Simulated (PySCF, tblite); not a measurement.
Isomers of C4H9ClSSi. Level: GFN2-xTB in tblite, geometry and Hessian alike; calculated harmonic values, unscaled, isolated species. The method is semi-empirical: single wavenumbers can be off by several per cent or more. Modes of hydrogen on silicon can be 10 to 20 % off. One conformer each.

Electronic energies: PBE0/pcSseg-1 single points on the GFN2-xTB geometries (PySCF, gas phase).

```
                 SMILES  electronic energy, lowest = 0 (kJ/mol)
     CS[Si@@H](Cl)C1CC1                                   109.0
        CS[Si]1(Cl)CCC1                                    65.1
 C[C@@H]1CS[Si@H](Cl)C1                                     0.0
     C/C=C(\Cl)SC[SiH3]                                   339.8
C[C@@H]1CS[Si@@H](Cl)C1                                     3.1
```

How do GFN2-xTB zero-point energies change the relative energies?

```
                 SMILES  ZPE (kJ/mol)  of it from modes above 1550 cm⁻¹  electronic (kJ/mol)  with ZPE, lowest = 0 (kJ/mol)  lowest mode (cm⁻¹)  rings
 C[C@@H]1CS[Si@H](Cl)C1         321.9                             157.4                  0.0                            0.0                  55      1
C[C@@H]1CS[Si@@H](Cl)C1         322.0                             157.3                  3.1                            3.2                  63      1
        CS[Si]1(Cl)CCC1         322.1                             163.0                 65.1                           65.3                  30      1
     CS[Si@@H](Cl)C1CC1         314.5                             160.3                109.0                          101.6                  11      1
     C/C=C(\Cl)SC[SiH3]         292.4                             159.4                339.8                          310.2                  21      0
```

The zero-point energies span 29.7 kJ/mol, from `C/C=C(\Cl)SC[SiH3]` to `CS[Si]1(Cl)CCC1`. The order is unchanged.

And how do the electronic energies of GFN2-xTB itself compare?

`C[C@@H]1CS[Si@H](Cl)C1` 0.0; `C[C@@H]1CS[Si@@H](Cl)C1` 0.1; `CS[Si]1(Cl)CCC1` 120.4; `CS[Si@@H](Cl)C1CC1` 109.4; `C/C=C(\Cl)SC[SiH3]` 286.6 kJ/mol, lowest = 0. Against the energies above, taken from the same isomer `C[C@@H]1CS[Si@H](Cl)C1`, the largest difference is 55.3 kJ/mol.

What do entropy and thermal enthalpy add at 298.15 K and 1 bar (rigid rotor, harmonic oscillator, one conformer each)?

| SMILES | point group | symmetry number | S (J/(mol K)) | H − H(0) (kJ/mol) | ZPE + H − H(0) − TS (kJ/mol) |
| --- | --- | --- | --- | --- | --- |
| C[C@@H]1CS[Si@H](Cl)C1 | C1 | 1 | 391.1 | 25.80 | 231.1 |
| C[C@@H]1CS[Si@@H](Cl)C1 | C1 | 1 | 387.8 | 25.52 | 231.9 |
| CS[Si]1(Cl)CCC1 | C1 | 1 | 430.4 | 28.98 | 222.8 |

Not tabulated: `CS[Si@@H](Cl)C1CC1` (lowest mode only 11 cm⁻¹); `C/C=C(\Cl)SC[SiH3]` (lowest mode only 21 cm⁻¹).
